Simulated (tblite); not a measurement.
Compound: C5H12AlP.
Atom-mapped SMILES: `[CH2:1]=[CH:2][P+:3]([CH3:4])([AlH3-:5])[CH:6]=[CH2:7]` (hydrogens: H8, H9 on C1; H10 on C2; H11, H12, H13 on C4; H14, H15, H16 on Al5; H17 on C6; H18, H19 on C7)
Bond orders are those of one Lewis drawing.

Computed with GFN2-xTB (tblite), gas phase: L-BFGS steps from a force-field or distance-geometry start until the largest atomic force falls under 0.01 eV/Å.

Step 108: E = -553.8035 eV
```
atom  x, y, z in Å  |  force x, y, z in eV/Å
C1      1.4545    0.2002    2.1595    0.018   0.004  -0.006
C2      1.3809    0.4017    0.8536   -0.025  -0.014   0.056
P3     -0.0320   -0.0141   -0.1947   -0.074   0.022   0.025
C4      0.7847   -0.9258   -1.5559   -0.024   0.028   0.013
Al5    -0.9814    2.1501   -0.9650   -0.006  -0.012   0.021
C6     -0.8818   -1.3467    0.6912   -0.010  -0.012   0.019
C7     -1.7080   -1.0802    1.6920    0.008   0.033   0.000
H8      0.6734   -0.3059    2.7040   -0.009  -0.025  -0.026
H9      2.3023    0.5239    2.7405    0.022   0.033  -0.006
H10     2.1524    0.9481    0.3214    0.004  -0.046  -0.001
H11     1.3228   -0.2052   -2.1694    0.042  -0.019  -0.024
H12     0.0107   -1.3923   -2.1637    0.026  -0.012  -0.028
H13     1.4678   -1.6799   -1.1674    0.018  -0.004  -0.033
H14    -1.5685    1.6684   -2.3406    0.015  -0.009   0.004
H15    -1.9497    2.4267    0.2357   -0.026   0.015   0.017
H16     0.4033    2.9036   -0.9825    0.010  -0.020  -0.021
H17    -0.7167   -2.3586    0.3396    0.014   0.020   0.001
H18    -2.2483   -1.8443    2.2298    0.044  -0.004  -0.030
H19    -1.8762   -0.0603    2.0004   -0.046   0.021   0.019
```

Step 109: E = -553.8048 eV
```
atom  x, y, z in Å  |  force x, y, z in eV/Å
C1      1.4493    0.2126    2.1638    0.000  -0.029  -0.020
C2      1.3871    0.3911    0.8536   -0.007  -0.012   0.091
P3     -0.0312   -0.0138   -0.1892   -0.092   0.022  -0.002
C4      0.7817   -0.9160   -1.5584    0.006   0.032   0.014
Al5    -0.9817    2.1466   -0.9668    0.024  -0.008   0.037
C6     -0.8797   -1.3492    0.6944    0.005   0.000   0.009
C7     -1.7110   -1.0859    1.6914    0.008   0.033  -0.004
H8      0.6542   -0.2693    2.7114    0.004  -0.006  -0.033
H9      2.3015    0.5237    2.7444    0.032   0.045  -0.003
H10     2.1738    0.9075    0.3138   -0.001  -0.038   0.008
H11     1.3221   -0.1899   -2.1648    0.022  -0.029  -0.020
H12     0.0075   -1.3757   -2.1709    0.030  -0.017  -0.028
H13     1.4665   -1.6725   -1.1764   -0.003  -0.003  -0.040
H14    -1.5815    1.6636   -2.3354    0.012  -0.011   0.000
H15    -1.9351    2.4249    0.2447   -0.035   0.024   0.016
H16     0.4086    2.8937   -0.9984   -0.008  -0.027  -0.024
H17    -0.7067   -2.3608    0.3469    0.019   0.009  -0.006
H18    -2.2463   -1.8545    2.2269    0.029  -0.005  -0.015
H19    -1.8889   -0.0670    1.9973   -0.045   0.021   0.019
```

Step 110: E = -553.8062 eV
```
atom  x, y, z in Å  |  force x, y, z in eV/Å
C1      1.4467    0.2177    2.1633    0.016  -0.057   0.060
C2      1.3888    0.3820    0.8530   -0.007   0.000   0.011
P3     -0.0344   -0.0104   -0.1867   -0.092   0.016  -0.023
C4      0.7808   -0.9071   -1.5576    0.018   0.026  -0.005
Al5    -0.9853    2.1463   -0.9704    0.046  -0.005   0.049
C6     -0.8792   -1.3471    0.6977    0.011   0.004   0.005
C7     -1.7139   -1.0877    1.6929    0.008   0.021  -0.012
H8      0.6429   -0.2471    2.7099   -0.035  -0.014   0.017
H9      2.3036    0.5163    2.7429    0.039   0.050   0.001
H10     2.1867    0.8726    0.3091    0.031   0.003  -0.024
H11     1.3286   -0.1795   -2.1560    0.001  -0.019  -0.023
H12     0.0111   -1.3638   -2.1787    0.038  -0.009  -0.015
H13     1.4652   -1.6642   -1.1766   -0.011  -0.023  -0.032
H14    -1.5951    1.6620   -2.3329    0.010  -0.012  -0.006
H15    -1.9280    2.4290    0.2477   -0.045   0.031   0.018
H16     0.4112    2.8840   -1.0095   -0.018  -0.026  -0.029
H17    -0.6953   -2.3589    0.3570    0.019   0.006  -0.008
H18    -2.2378   -1.8644    2.2274    0.008   0.003   0.004
H19    -1.9067   -0.0706    1.9960   -0.035   0.007   0.013
```

Step 111: E = -553.8067 eV
```
atom  x, y, z in Å  |  force x, y, z in eV/Å
C1      1.4384    0.2362    2.1723   -0.076  -0.094  -0.035
C2      1.3990    0.3633    0.8545    0.075   0.031   0.091
P3     -0.0349   -0.0086   -0.1795   -0.029   0.004  -0.052
C4      0.7753   -0.8927   -1.5623    0.033   0.010  -0.019
Al5    -0.9864    2.1432   -0.9699    0.053   0.004   0.057
C6     -0.8731   -1.3509    0.7009    0.012   0.010  -0.003
C7     -1.7161   -1.0971    1.6903   -0.002   0.005  -0.013
H8      0.6094   -0.1870    2.7255    0.102   0.070  -0.075
H9      2.3019    0.5204    2.7501    0.019   0.035   0.002
H10     2.2238    0.8040    0.2979   -0.097  -0.048   0.083
H11     1.3266   -0.1600   -2.1519   -0.020  -0.010  -0.020
H12     0.0074   -1.3423   -2.1914    0.043   0.003   0.005
H13     1.4618   -1.6543   -1.1921   -0.035  -0.019  -0.024
H14    -1.6192    1.6536   -2.3209    0.016  -0.010   0.001
H15    -1.9116    2.4428    0.2586   -0.041   0.032   0.010
H16     0.4198    2.8642   -1.0304   -0.033  -0.028  -0.033
H17    -0.6741   -2.3618    0.3651    0.013   0.011  -0.002
H18    -2.2317   -1.8816    2.2207   -0.007   0.006   0.026
H19    -1.9261   -0.0822    1.9910   -0.024  -0.010  -0.001
```

Q: Estimate the geometry and energy of step 112. (The exact step hangs on the optimiser's Hessian estimate; all steps are aligned on step 111, rigid shifts and turns removed.)

A: E = -553.8083 eV, largest force 0.072 eV/Å
```
atom  x, y, z in Å  |  force x, y, z in eV/Å
C1      1.4440    0.2273    2.1704   -0.031  -0.057  -0.031
C2      1.3934    0.3682    0.8557    0.007  -0.001   0.059
P3     -0.0364   -0.0099   -0.1831    0.003  -0.004  -0.045
C4      0.7784   -0.8980   -1.5621    0.043   0.006  -0.011
Al5    -0.9881    2.1428   -0.9671    0.034   0.009   0.046
C6     -0.8757   -1.3481    0.6997    0.009   0.018  -0.014
C7     -1.7148   -1.0899    1.6908   -0.019  -0.007   0.004
H8      0.6288   -0.2145    2.7214   -0.008   0.016   0.005
H9      2.3032    0.5243    2.7474    0.042   0.030   0.001
H10     2.2059    0.8264    0.3037    0.008   0.013   0.001
H11     1.3291   -0.1673   -2.1546   -0.015  -0.003  -0.014
H12     0.0133   -1.3510   -2.1917    0.025   0.002   0.006
H13     1.4658   -1.6590   -1.1908   -0.044  -0.001  -0.015
H14    -1.6108    1.6531   -2.3226    0.014  -0.011  -0.003
H15    -1.9260    2.4475    0.2506   -0.033   0.022   0.012
H16     0.4169    2.8638   -1.0169   -0.018  -0.019  -0.031
H17    -0.6833   -2.3590    0.3630    0.018  -0.015  -0.008
H18    -2.2328   -1.8721    2.2214   -0.015  -0.009   0.038
H19    -1.9205   -0.0753    1.9933   -0.020   0.010  -0.002
```

The energy changes by -0.0016 eV. The first-order estimate −F·Δx gives -0.0028 eV and the mean of the old and new forces, exact on a quadratic surface, -0.0016 eV. The step makes an angle of 81° with the force vector and moves no atom by more than 0.034 Å.

What follows is the cost of the whole relaxation. On one thread of an Arm Neoverse V1, shared host, this took 2.1 s wall.
